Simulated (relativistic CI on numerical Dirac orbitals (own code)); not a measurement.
# Slater and spin-orbit integrals, Bi LXXII

These numbers are calculated, not measured: Dirac-Coulomb-Breit CI, orbitals from a KLI potential per configuration, model QED (radiative potential, 1s self-energy scaled to tabulated hydrogen-like ionisation energies), unscaled Slater integrals (own radial code, finite nucleus).

Slater integrals F^k, G^k are unscaled and averaged over j, outside the closed core [Ne]; ζ comes from projecting the Hamiltonian with its Breit term on Σ l·s of the shell.

- 3s 3p: G^1(3s,3p) = 795540, ζ(3p) = 3.4479e+06 cm⁻¹; <r>(3s) = 0.1573, <r^2>(3s) = 0.02835, <r>(3p) = 0.1553, <r^2>(3p) = 0.02804 (bohr units).
- 3p2: F^2(3p,3p) = 622410, ζ(3p) = 3.4479e+06 cm⁻¹; <r>(3p) = 0.1554, <r^2>(3p) = 0.02807 (bohr units).
- 3s 3d: G^2(3s,3d) = 505650, ζ(3d) = 457010 cm⁻¹; <r>(3s) = 0.1573, <r^2>(3s) = 0.02837, <r>(3d) = 0.1381, <r^2>(3d) = 0.02196 (bohr units).

Averages of the first 10 configurations, taken without configuration mixing, which lowers the lowest level and can move excited configurations by several eV; other configurations of the list can lie among them:

| Configuration | Parity | States | Average energy above the lowest level (eV) |
| --- | --- | --- | --- |
| 3s2 | even | 1 | 4.3 |
| 3s 3p | odd | 12 | 612.9 |
| 3p2 | even | 15 | 1249.1 |
| 3s 3d | even | 20 | 1147.9 |
| 3d2 | even | 45 | 2306.1 |
| 3p 3d | odd | 60 | 1772.2 |
| 3p 4s | odd | 12 | 4886.2 |
| 3d 4s | even | 20 | 5406.7 |
| 3s 4s | even | 4 | 4258.8 |
| 3s 4p | odd | 12 | 4517.6 |
